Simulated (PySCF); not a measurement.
## How methods differ on the ionisation energy of P⁺

P⁺ [Ne] 3s2 3p2 (3P) → P²⁺ [Ne] 3s2 3p1 (2P), as a difference of total energies. All numbers are calculated (PySCF 2.14, the non-relativistic Hamiltonian (point nucleus), in aug-cc-pV(T+d)Z (6s5p4d2f, 55 functions)). Correlated levels: valence: [Ne] frozen. The calculations carry no spin-orbit coupling.

Task: Order these methods by the ionisation energy they give, lowest first.
A. CCSD (valence)
B. UHF
C. SCS-MP2 (valence)
D. CCSD(T) (valence)

Result: B (19.163 eV), C (19.525 eV), A (19.653 eV), D (19.689 eV).

A first-order spin-orbit estimate (lowest level to lowest level, LS coupling) adds -0.007 eV.

Errors of the correlated levels include the incompleteness of this basis and the frozen core.

For comparison: 19.769 eV (semi-empirical (NIST evaluation); NIST Atomic Spectra Database, ionization energies).
